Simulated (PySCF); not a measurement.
A GIAO shielding run with PySCF (density fitting, non-relativistic, gas phase) on SMILES F/C(=C/[SiH3])[Si@@H](Cl)CCl, C3H7Cl2FSi2:

```
$ OMP_NUM_THREADS=1 python probes_run.py task.json out

{"job": {"kind": "nmr", "xc": "PBE0", "basis": "pcSseg-1"}, "charge": 0, "multiplicity": 1}
F     -0.200245    -0.840045     2.070370
C      0.324704    -0.349028     0.901684
C      1.634910    -0.448229     0.725953
Si     2.595957     0.144389    -0.776455
Si    -1.014399     0.378371    -0.234309
Cl    -0.906389    -0.501682    -2.035602
C     -2.676850    -0.055036     0.605450
Cl    -4.018573     0.726242    -0.280111
H      2.201156    -0.923885     1.518676
H      1.914766     1.288621    -1.382499
H      3.924485     0.540386    -0.303225
H      2.713819    -0.958468    -1.730449
H     -0.885524     1.827266    -0.362041
H     -2.884025    -1.124092     0.607045
H     -2.728206     0.303179     1.630981
```

Hardware: 1 thread of an Intel Xeon, shared host. The job also computes population analyses, field gradients.

(1) How large is the calculation?

(2) How long does it take, and how much memory does it need?

## Answers

(1) 96 electrons, 199 basis functions and 1128 auxiliary functions.

(2) 120 s of wall time, with 14 SCF cycles and 5 response iterations; peak memory 0.9 GiB. Times on a shared host scatter by some tens of per cent.
